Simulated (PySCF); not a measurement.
**NMR data sheet: C₇H₅NS**

* Formula: C7H5NS
* SMILES: N#CSc1ccccc1
* InChI: InChI=1S/C7H5NS/c8-6-9-7-4-2-1-3-5-7/h1-5H
* Point group of the computed structure: C1
* Degrees of unsaturation: 6
* Carbon signals: 5
* Proton signals: 3

Numbering as in the mapped SMILES `[N:1]#[C:2][S:3][c:4]1[cH:5][cH:6][cH:7][cH:8][cH:9]1`. Hydrogens are named by the atom that carries them.

Method: NMR shieldings at KT3/pcSseg-2/GIAO, coordinates at the PBE0-D3(BJ)/def2-TZVP level, in PySCF 2.14 (a single conformation, non-relativistic, equivalent nuclei averaged, in vacuum).

Shifts are taken against calculated references (same method and geometry level): TMS for 1H and 13C; 15N against NH3; 33S against CS2.

| carbon | δC, type | δH (multiplicity) | HMBC from (2–3 bonds) | span of the C tensor (ppm) |
| --- | --- | --- | --- | --- |
| C2 | 106.9, C | – | – | 319 |
| C4 | 126.1, C | – | H(C5)/H(C9), H(C6)/H(C8) | 179 |
| C5/C9 | 135.5, CH | 7.83 (d) | H(C5)/H(C9), H(C6)/H(C8), H(C7) | 200 |
| C6/C8 | 128.3, CH | 7.52 (m) | H(C5)/H(C9), H(C6)/H(C8), H(C7) | 215 |
| C7 | 129.0, CH | 7.51 (m) | H(C5)/H(C9), H(C6)/H(C8) | 225 |

Other nuclei:
| atoms | nucleus | environment | δ (ppm) | σ (ppm) |
| --- | --- | --- | --- | --- |
| N1 | 15N | nitrile nitrogen | 309.5 | -48.5 |
| S3 | 33S | sulfide sulfur | 51 | 484.1 |

Carbon types of the structure: 2 × C, 5 × CH, which accounts for all hydrogens. δC 135.5, 129.0, 128.3: aromatic CH; the aromatic region. δC 126.1: aromatic carbon bearing sulfur. δC 106.9: nitrile carbon; this is the usual window of a C≡N carbon, which has no attached hydrogen. δH 7.83, 7.52, 7.51: hydrogen on an aromatic CH; the ring current deshields protons in the ring plane.

Shifts are as computed. Against solution values, carbons near 30 ppm lie about +3 ppm off and those near 130 ppm about -1 ppm; carbons on S a further +5 ppm. Of 1309 compounds with measured shifts, 239 miss one by over three times the rms of a fit or turn the order of signals round; such compounds aren't used in these exercises. Experimental scales use liquid or dissolved standards, which lie at an offset from isolated NH3 (liquid NH3: subtract about 20 ppm). Unscaled 15N shifts of sp2 nitrogen come out 20 to 40 ppm too high even then. No couplings were computed; multiplicities are counted from neighbouring protons, with m where these are inequivalent, close in shift, in a saturated or five-membered ring or joined by F or P, and br s for small geminal =CH2 splittings.
